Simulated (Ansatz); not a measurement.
Consider the substitution at a C–Si bond: `C[SiH2][SiH2]Br` + `CCS` → `CCSC` + `[SiH3][SiH2]Br`.

Program: Ansatz. Geometries: PBE0-D4/def2-TZVP. ΔE: electronic, gas phase. CBS: MP2 limit from def2 TZ/QZ plus the TZ coupled-cluster correction, frozen cores. DFT in def2-TZVPP. B3LYP here is the variant with VWN-RPA as its local correlation; programs differ in this. For Br outer-core shells are correlated without core-valence functions, which leaves a few kJ/mol of doubt a bond. Scalar relativity is left out up to krypton. One conformer a species, not always the lowest.

`C[SiH2][SiH2]Br`:

Z-matrix (Å, degrees):
```
C
Si 1 1.872
H 1 1.092 2 110.9
H 1 1.092 2 110.7 3 -120.2
H 1 1.092 2 110.3 3 119.9
Si 2 2.339 1 110.3 3 -62.4
H 2 1.489 1 111.1 3 178.3
H 2 1.491 1 111.2 3 57.9
Br 6 2.239 2 107.5 1 -54.5
H 6 1.486 2 112.8 1 63.0
H 6 1.485 2 113.5 1 -172.9
```

`CCS`:

```xyz
9

C    -0.886    0.059    0.374
C     0.512   -0.449    0.088
S     1.649    0.820   -0.532
H    -0.862    0.887    1.085
H    -1.507   -0.739    0.790
H    -1.367    0.417   -0.539
H     0.989   -0.807    1.004
H     0.497   -1.287   -0.610
H     0.975    1.098   -1.660
```

`CCSC`:

Cartesian coordinates in Å:
```
C -0.895 0.980 -0.763
C 0.061 -0.150 -1.090
S 0.014 -1.540 0.060
C 0.722 -0.781 1.527
H -0.657 1.441 0.198
H -0.840 1.762 -1.525
H -1.924 0.616 -0.716
H 1.092 0.210 -1.158
H -0.185 -0.592 -2.059
H 1.717 -0.382 1.320
H 0.084 0.006 1.930
H 0.812 -1.569 2.276
```

`[SiH3][SiH2]Br`:

Z-matrix (Å, degrees):
```
Si
Si 1 2.336
H 1 1.486 2 109.3
H 1 1.488 2 109.7 3 119.9
H 1 1.485 2 109.4 3 -120.1
Br 2 2.231 1 108.3 3 60.1
H 2 1.485 1 112.1 3 -58.4
H 2 1.485 1 112.2 3 178.6
```

Problem. Is it downhill or uphill in electronic energy at CCSD(T)/CBS, and by how much? (Best estimate.)

Solution. Computed: Uphill: ΔE = +46.3 kJ/mol.

Problem. What do these levels give: PBE-D4, r2SCAN-D4, PBE0-D4, B3LYP, MP2/def2-QZVPP, SCS-MP2/def2-QZVPP? (Best estimate.)

Solution. The calculation gave: PBE-D4 44.7, r2SCAN-D4 47.4, PBE0-D4 46.4, B3LYP 45.3, MP2/def2-QZVPP 46.9, SCS-MP2/def2-QZVPP 45.0 kJ/mol.

Largest T1 diagnostic among the species: 0.010.
